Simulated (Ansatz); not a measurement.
Coupled-cluster diagnostics for Li6N3⁻, Ansatz.

Geometry of the singlet (r2SCAN-D4/def2-SVPD):

```
atom   x (Å)   y (Å)   z (Å)
 Li1   0.114   1.259  -1.712
 Li2   1.565  -0.700   1.264
 Li3   0.733   1.672   1.098
 Li4  -1.001  -0.329   0.270
 Li5   2.607   0.865  -0.699
 Li6   0.945  -1.113  -1.549
  N7  -3.033  -1.050   0.225
  N8   0.860   0.286  -0.230
  N9  -2.791  -0.889   1.331
```

Correlated methods freeze 3 core orbitals; core or outer-core shells of Li are correlated, in sets that lack core-valence functions. The geometry of the singlet was relaxed on an unsound state (restricted singlet, unstable towards broken spin symmetry at other levels and untested here). At PBE0-D4/def2-TZVPD a triplet of charge -1 lies 0.23 eV below the restricted singlet at the same geometry. The structure comes from a short search, and lower isomers may exist.

**Question.** Estimate the CCSD(T) correlation energy, the shares of MP2 and (T), T1 and the reference's ⟨S²⟩ for: charge -1, singlet, own geometry in def2-TZVPD; and the rough time on 4 threads of Arm Neoverse V2 on a shared host.

**Answer.** 
```csv
state,basis,correlation (eV),MP2 share (%),(T) share (%),T1,⟨S²⟩ (pure),wall time,remarks
"charge -1, singlet, own geometry",def2-TZVPD,-26.827,92.7,5.2,0.043,0.00 (0.00),8.4 min,"large T1 (0.043), restricted SCF unstable"
```
Customary marks for T1 are 0.02 (closed shells), 0.045 (open shells) and about 0.05 (3d metals). T1 exceeds 0.02 in 1 of 1 rows and 0.045 in 0; the higher it lies, the less the single-reference result can be trusted.
